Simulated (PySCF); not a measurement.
F₂In, SMILES `[F][In][F]` (charge 0, multiplicity 2)

The numbers are results of M06-2X/def2-TZVP run with PySCF 2.14.0, not measurements.

The highest occupied spin orbital is -9.00 eV and the dipole moment is 3.62 D. The total energy is -10607.39 eV and the cost comes out as around 4 core-minutes (rough).

```xyz
3

F     -1.5996    -0.4437     0.0000
In     0.0082     0.6682     0.0000
F      1.6710    -0.3598     0.0000
```
Charge 0, spin multiplicity 2.
